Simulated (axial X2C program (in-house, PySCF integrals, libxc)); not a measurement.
**Outer orbitals of CsI at 3.332 Å, M06**

All values were computed with an in-house all-electron X2C program for linear molecules (integrals from PySCF). Spin-free means the one-electron spin-free X2C Hamiltonian; two-component (2c) means X2C with spin–orbit coupling and atomic mean-field two-electron Coulomb and Gaunt terms, so the difference of the two also holds small scalar two-electron terms. Basis: Cs dyall-v2z [12s13p7d], I dyall-v2z [9s9p7d] (cores contracted in-house); Gaussian nuclei, density fitting, unrestricted open shells. Masses: Cs 132.905 u, I 126.904 u.

The distance is close to the 2c PBE0 minimum; the highest filled and lowest empty levels are listed.

Spin-free orbitals, state M_S = 0, Λ = 0 (closed shell) (Löwdin shares):

```
symmetry  occupied  ε (eV)             atomic character
      σα       yes  -28.97                    100% Cs s
      σα       yes  -15.92            70% I s, 27% Cs p
     π+α       yes  -15.09                    100% Cs p
     π-α       yes  -15.09                    100% Cs p
      σα       yes  -14.63            76% Cs p, 22% I s
      σα       yes   -5.32    87% I p, 5% Cs d, 4% Cs s
     π+α       yes   -5.07    95% I p, 2% Cs p, 2% Cs d
     π-α       yes   -5.07    95% I p, 2% Cs p, 2% Cs d
      σα        no   -2.02           75% Cs s, 23% Cs p
     π-α        no   -0.92                     97% Cs p
     π+α        no   -0.92                     97% Cs p
      σα        no   -0.54  80% Cs p, 13% Cs s, 4% Cs d
```

One partner of each degenerate Kramers or spin pair is listed.

Spinors with spin–orbit coupling (state Ω = 0):

| ω | occupied | ε (eV) | atomic character | λ mixture |
| --- | --- | --- | --- | --- |
| 1/2 | yes | -28.96 | 100% Cs s | 100% σ |
| 1/2 | yes | -16.24 | 77% Cs p, 22% I s | 57% σ, 43% π |
| 1/2 | yes | -15.67 | 60% I s, 38% Cs p | 65% σ, 35% π |
| 3/2 | yes | -14.57 | 100% Cs p | 100% π |
| 1/2 | yes | -14.29 | 87% Cs p, 11% I s | 79% σ, 21% π |
| 1/2 | yes | -5.77 | 93% I p, 3% Cs d, 2% Cs p | 53% π, 47% σ |
| 1/2 | yes | -4.96 | 90% I p, 4% Cs d, 3% Cs s | 53% σ, 47% π |
| 3/2 | yes | -4.80 | 95% I p, 3% Cs p, 2% Cs d | 100% π |
| 1/2 | no | -1.99 | 75% Cs s, 23% Cs p | 100% σ |
| 1/2 | no | -0.92 | 97% Cs p | 100% π |
| 3/2 | no | -0.89 | 97% Cs p | 100% π |
| 1/2 | no | -0.54 | 81% Cs p, 14% Cs s, 4% Cs d | 100% σ |

One partner of each degenerate Kramers or spin pair is listed.

**Question.** How does the gap between the highest filled and lowest empty level change from the spin-free to the 2c table?

**Answer.** From 3.05 to 2.81 eV at M06, a change of -0.24 eV.

Mulliken charges and populations of the two-component result (they depend on the basis, above all on diffuse functions):

Cs 0.67 e (s 10.09 p 24.08 d 20.16), I -0.67 e (s 9.99 p 23.68 d 20.01).

One determinant describes the state; a PBE0 search over occupations chose it and may have missed a lower one.
